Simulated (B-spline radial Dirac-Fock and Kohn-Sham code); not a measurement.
# Satellites and hypersatellites of the K lines of Pt¹⁶⁺

System: the Pt¹⁶⁺ ion in the configuration [Kr] 4d10 4f14 5s2.

Input file task.json (cfg lists n, l and occupation; rrms is the nuclear radius in fm):

```json
{"items": [{
  "Z": 78,
  "q": 16,
  "cfg": [[1, 0, 2], [2, 0, 2], [2, 1, 6], [3, 0, 2], [3, 1, 6], [3, 2, 10], [4, 0, 2], [4, 1, 6], [4, 2, 10], [4, 3, 14], [5, 0, 2]],
  "A": 195,
  "rrms": 5.427,
  "do": ["binding", "quiet", "double"]
}]}
```

Run with: `python xray_run.py task.json out`

Level of theory: multi-electron Dirac-Fock with separately optimised hole states, Breit and Lamb-shift corrections added in first order; a B-spline atomic structure program. Each two-hole energy is an average over J within one jj subconfiguration, not an observable level; in light atoms, where LS coupling holds, the j-resolved values are not observed lines, and for a K spectator the Kα1 hypersatellite is nearly forbidden. No correlation.

Lines without a spectator: Kα2 (K-L2) 65122.5 eV, Kα1 (K-L3) 66832.7 eV, Kβ3 (K-M2) 75373.4 eV, Kβ1 (K-M3) 75754.0 eV. Shifts in eV with one spectator hole (a dash: not computed, or left out as unreliable):

| spectator hole | Kα2 | Kα1 | Kβ3 | Kβ1 |
| --- | --- | --- | --- | --- |
| K (1s) | +1064.0 | +1154.6 | +1381.1 | +1402.5 |
| L2 (2p1/2) | +139.0 | +190.0 | – | +354.4 |
| L3 (2p3/2) | +99.4 | +111.4 | +257.6 | – |
| M2 (3p1/2) | – | +31.1 | +58.3 | +69.2 |
| M3 (3p3/2) | +15.96 | – | +47.9 | +48.9 |
| M4 (3d3/2) | +5.54 | +2.27 | – | – |
| M5 (3d5/2) | -0.16 | +4.31 | – | – |
